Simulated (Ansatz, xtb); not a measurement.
**Isomers of CH11GeNSi2 in order of energy**

4 gas-phase structures of CH11GeNSi2, from a drawn sample of its isomers (lower ones may exist). Each was relaxed with GFN2-xTB; where two conformers were screened, the lower at r2SCAN-D4/def2-SVP is listed:

A. `C[SiH2]N[SiH2][GeH3]`, a singlet
B. `C[SiH2][N]([SiH3])[GeH3]`, a singlet
C. `CN([SiH3])[SiH2][GeH3]`, a singlet
D. `C[SiH]([GeH3])N[SiH3]`, a singlet

Q: Which do you expect lowest at r2SCAN-D4/def2-SVP, and how would the others follow?

A: Calculated order at r2SCAN-D4/def2-SVP: A (0.0), D (0.1), B (0.2), C (18.7) kcal/mol. Less than 1 kcal/mol parts A and D; D and B, so the order within those pairs means little. CCSD(T)/def2-SVP + ΔMP2/def2-TZVPP after further relaxation puts B lowest instead.

Energies above the lowest of each column, in kcal/mol; the last columns are at B3LYP/def2-SVP geometries:

```json
{"structure": "A", "GFN2-xTB": "3.4", "HF/STO-3G": "2.3", "r2SCAN-D4/def2-SVP": "0.0", "B3LYP/def2-SVP": "0.0", "CCSD(T)/def2-SVP + ΔMP2/def2-TZVPP": "1.7"}
{"structure": "D", "GFN2-xTB": "3.9", "HF/STO-3G": "1.5", "r2SCAN-D4/def2-SVP": "0.1", "B3LYP/def2-SVP": "1.4", "CCSD(T)/def2-SVP + ΔMP2/def2-TZVPP": "1.7"}
{"structure": "B", "GFN2-xTB": "2.9", "HF/STO-3G": "0.0", "r2SCAN-D4/def2-SVP": "0.2", "B3LYP/def2-SVP": "2.4", "CCSD(T)/def2-SVP + ΔMP2/def2-TZVPP": "0.0"}
{"structure": "C", "GFN2-xTB": "0.0", "HF/STO-3G": "16.9", "r2SCAN-D4/def2-SVP": "18.7", "B3LYP/def2-SVP": "18.8", "CCSD(T)/def2-SVP + ΔMP2/def2-TZVPP": "21.1"}
```

CCSD(T)/def2-SVP + ΔMP2/def2-TZVPP puts B lowest; GFN2-xTB picks C, B3LYP/def2-SVP picks A. CCSD(T)/def2-SVP + ΔMP2/def2-TZVPP orders those it was run on as B (0.0), A (1.7), D (1.7), C (21.1) kcal/mol. Less than 1 kcal/mol parts A and D, so the order within that pair means little. Flexible structures stand in one conformer each, not always the lowest. A keeps a small imaginary mode. The ΔMP2 step shifts differences by up to 3.6 kcal/mol, which makes them less sure. ΔMP2 is the change of the MP2 energy from the smaller to the larger basis.

Over these structures GFN2-xTB departs from r2SCAN-D4/def2-SVP by 8.3 kcal/mol on average once a common shift is removed. A GFN2-xTB relaxation took about 0.19 s and the r2SCAN-D4/def2-SVP energy about 3.6 s on a shared host (Ansatz 0.2.0, xtb 6.7.1).
